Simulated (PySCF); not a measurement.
# Magnetisability: SMILES C=C1C(=C)C(C=O)=C1C, C₈H₈O

Molfile (atoms numbered from 1):
```
C8H8O
     RDKit          3D

 17 17  0  0  0  0  0  0  0  0999 V2000
    0.1396   -2.3717   -0.3844 C   0  0  0  0  0  0  0  0  0  0  0  0
    0.1792   -1.0642   -0.1754 C   0  0  0  0  0  0  0  0  0  0  0  0
    1.2418   -0.0233   -0.0373 C   0  0  0  0  0  0  0  0  0  0  0  0
    2.5615   -0.0094   -0.0726 C   0  0  0  0  0  0  0  0  0  0  0  0
    0.1534    0.9640    0.1492 C   0  0  0  0  0  0  0  0  0  0  0  0
    0.1153    2.3863    0.3723 C   0  0  0  0  0  0  0  0  0  0  0  0
   -0.8955    3.0415    0.5032 O   0  0  0  0  0  0  0  0  0  0  0  0
   -0.8203   -0.0011    0.0202 C   0  0  0  0  0  0  0  0  0  0  0  0
   -2.2899    0.0082    0.0633 C   0  0  0  0  0  0  0  0  0  0  0  0
    1.0389   -2.9516   -0.5012 H   0  0  0  0  0  0  0  0  0  0  0  0
   -0.7955   -2.9036   -0.4447 H   0  0  0  0  0  0  0  0  0  0  0  0
    3.1228    0.9002    0.0566 H   0  0  0  0  0  0  0  0  0  0  0  0
    3.1261   -0.9115   -0.2337 H   0  0  0  0  0  0  0  0  0  0  0  0
    1.1145    2.8632    0.4168 H   0  0  0  0  0  0  0  0  0  0  0  0
   -2.6734    0.8076   -0.5702 H   0  0  0  0  0  0  0  0  0  0  0  0
   -2.7010   -0.9482   -0.2510 H   0  0  0  0  0  0  0  0  0  0  0  0
   -2.6245    0.2257    1.0789 H   0  0  0  0  0  0  0  0  0  0  0  0
  1  2  2  0
  2  3  1  0
  3  4  2  0
  3  5  1  0
  5  6  1  0
  6  7  2  0
  5  8  2  0
  8  9  1  0
  8  2  1  0
  1 10  1  0
  1 11  1  0
  4 12  1  0
  4 13  1  0
  6 14  1  0
  9 15  1  0
  9 16  1  0
  9 17  1  0
M  END
```

Method used: GIAO revPBE/3-21G magnetisability, non-relativistic, IEF-PCM tetrahydrofuran in PySCF. Geometry: GFN2-xTB.

(1) How diamagnetic is it, and how anisotropic?

(2) Split it along the inertial axes a, b, c into diamagnetic and paramagnetic parts about the centre of mass, with the quadrupole moment.

Answers

(1) Isotropic -1022 × 10⁻³⁰ J/T², or -61.6 × 10⁻⁶ cm³/mol; principal values -1377, -925, -764 × 10⁻³⁰ J/T², anisotropy 550 × 10⁻³⁰ J/T² (root of half the summed squared differences of the principal values). The susceptibility is in cgs units.

(2) 
```tsv
axis	χ (10⁻⁶ cm³/mol)	diamagnetic (10⁻⁶ cm³/mol)	paramagnetic (10⁻⁶ cm³/mol)	summed x² of all electrons (Å²)	quadrupole Θ (D Å)
a	-47.1	-630.6	583.5	201.1	-7.11
b	-54.6	-908.8	854.2	135.6	+12.61
c	-82.9	-1428.3	1345.4	13.1	-5.50
```
Anisotropies 2χaa − χbb − χcc = +43.2 and 2χbb − χaa − χcc = +20.8 × 10⁻⁶ cm³/mol. Θ is traceless in Buckingham's convention.
